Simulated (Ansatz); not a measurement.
Cost and result for the atomization energy of C3H9FSi (`CC([SiH3])CF`) (14 atoms, 13 bonds).

Z-matrix (Å, degrees):
```
C
C 1 1.527
H 1 1.095 2 111.1
H 1 1.093 2 111.7 3 120.2
H 1 1.092 2 110.8 3 -119.7
Si 2 1.893 1 111.4 3 -174.7
C 2 1.511 1 112.1 3 59.0
H 2 1.099 1 109.2 3 -58.4
H 6 1.485 2 111.4 1 -52.0
H 6 1.488 2 110.3 1 -173.7
H 6 1.489 2 108.6 1 67.3
F 7 1.389 2 110.5 1 69.4
H 7 1.096 2 111.3 1 -49.2
H 7 1.094 2 111.6 1 -171.3
```

The species carries charge 0 and has multiplicity 1. The structure was optimised at the PBE0-D4/def2-TZVP level. It is one conformer, not always the lowest. Program: Ansatz. All runs use 4 threads of an AMD EPYC 7B13 on a shared host. Times are those of one run each, without the atoms' runs, and a repeat can differ threefold. Electronic energies, without spin–orbit coupling; frozen cores. CCSD(T)/CBS adds CCSD(T) − MP2 in def2-TZVPP to the MP2 limit, and its time is that of the two runs behind it. T1 = 0.011. B3LYP takes the VWN-RPA correlation (the form of Gaussian; ORCA's B3LYP/G). HSE06 is the plane-wave form, built on full-range PBE exchange.

CCSD(T)/CBS is a level of theory with its own doubt, some kJ/mol a heavy atom from the limit and from the frozen cores, so smaller differences don't rank the functionals.

```tsv
level	functions	wall time	atomization (kcal/mol)	difference from CCSD(T)/CBS	per bond
LDA (SPW92)/def2-TZVPP	292	1.5 s	1382.2	159.5	12.3
BLYP-D4/def2-TZVPP	292	2.2 s	1214.8	-7.9	-0.6
PBE-D4/def2-TZVPP (with forces)	292	2.7 s	1236.6	13.9	1.1
HSE06-D4/def2-TZVPP	292	3.4 s	1223.7	1.0	0.1
CAM-B3LYP-D4/def2-TZVPP	292	3.5 s	1228.6	5.9	0.5
r2SCAN-D4/def2-TZVPP (with forces)	292	4.6 s	1223.4	0.7	0.1
r2SCANh-D4/def2-TZVPP	292	4.9 s	1218.5	-4.2	-0.3
B3LYP-D4/def2-TZVPP (with forces)	292	5 s	1222.1	-0.6	0.0
CCSD(T)/def2-SVP	119	6.5 s	1168.6	-54.1	-4.2
B97M-V/def2-TZVPP	292	8.5 s	1223.6	0.9	0.1
MP2/def2-QZVPP	568	27 s	1220.9	-1.8	-0.1
CCSD(T)/def2-TZVPP	292	3.6 min	1195.9	-26.8	-2.1
CCSD(T)/CBS(def2)	–	4 min	1222.7	0.0	0.0
```

In def2-TZVPP, CCSD(T) changes the Hartree–Fock value by +274.5 kcal/mol (the triples alone add +13.7 kcal/mol) and MP2 by +283.6 kcal/mol; breaking electron pairs costs correlation energy, which Hartree–Fock lacks. From BLYP to BHLYP (50 % exact exchange), in def2-TZVPP and without D4, the atomization energy moves by −11.5 kcal/mol: exact exchange takes away binding that semilocal exchange gives to molecules. The D4 term adds +10.4 kcal/mol with B3LYP and +5.5 kcal/mol with PBE0; it sums over pairs of atoms, weighted by their polarisabilities, and B3LYP, whose exchange is more repulsive, gets the larger term.
